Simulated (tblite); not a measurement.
4-methoxypyridine, C6H7NO.
Bonds: C1–O2, O2–C3, C3–C4 (aromatic), C4–C5 (aromatic), C5–N6 (aromatic), N6–C7 (aromatic), C7–C8 (aromatic), C3–C8 (aromatic). Hydrogens: H9, H10, H11 on C1; H12 on C4; H13 on C5; H14 on C7; H15 on C8.

Computed with GFN2-xTB (tblite), gas phase: nudged elastic band of 9 images (0 to 8), spring 0.2 eV/Å², climbing image at the end, force threshold 0.05 eV/Å. The top image wasn't refined or checked by frequencies; at this threshold it can lie a kcal/mol or more above the true saddle point of the method.

Path: rotation about C3–O2 (aromatic carbon bearing oxygen, aryl ether oxygen), followed by the dihedral C8–C3–O2–C1, from 0° to 180°. Start geometry (image 0):
```
atom  x, y, z in Å
C1      2.474   -0.062    0.184
O2      1.415    0.862    0.089
C3      0.149    0.392    0.003
C4     -0.870    1.347   -0.080
C5     -2.176    0.913   -0.172
N6     -2.529   -0.364   -0.184
C7     -1.565   -1.261   -0.103
C8     -0.216   -0.952   -0.009
H9      2.526   -0.704   -0.701
H10     3.381    0.537    0.247
H11     2.385   -0.682    1.081
H12    -0.615    2.394   -0.071
H13    -2.990    1.623   -0.240
H14    -1.887   -2.294   -0.116
H15     0.512   -1.744    0.051
```

The first guess turns that dihedral rigidly in even steps and adds one set of random displacements (0.04 Å standard deviation a coordinate) to every inner image. Energies of the images above image 0 (eV) in the early part of the optimisation:

```json
{"iteration": "0", "1": "1.020", "2": "1.123", "3": "1.236", "4": "1.312", "5": "1.298", "6": "1.229", "7": "1.150", "8": "0.000"}
{"iteration": "10", "1": "0.076", "2": "0.177", "3": "0.272", "4": "0.305", "5": "0.261", "6": "0.205", "7": "0.149", "8": "0.000"}
{"iteration": "20", "1": "0.062", "2": "0.163", "3": "0.256", "4": "0.284", "5": "0.238", "6": "0.180", "7": "0.122", "8": "0.000"}
{"iteration": "30", "1": "0.054", "2": "0.153", "3": "0.240", "4": "0.264", "5": "0.215", "6": "0.148", "7": "0.072", "8": "0.000"}
{"iteration": "40", "1": "0.053", "2": "0.152", "3": "0.238", "4": "0.262", "5": "0.213", "6": "0.143", "7": "0.063", "8": "0.000"}
```

Question: Where does the band end, and how far was the first guess from it?

Answer: Final energies, images 1 to 8: 0.052, 0.150, 0.234, 0.261, 0.211, 0.130, 0.041, 0.000 eV. The highest point drops from 1.31 eV (image 4) to 0.261 eV (image 4), by 1.05 eV. Image 4 moved by 0.08 Å rms, its dihedral from 87° to 95°. The end images are fixed. The true force on the top image ends at 0.025 eV/Å, and the largest on any image at 0.07 eV/Å; away from the top, the method drives only the force across the path to zero. The last saved iteration is 50.

The cost below is that of the whole band run. The run took 2.1 s of wall time on an Arm Neoverse V2 with one thread, shared host with 192 logical CPUs at a one-minute load of 79, and the process peaked at 0.19 GiB of memory.
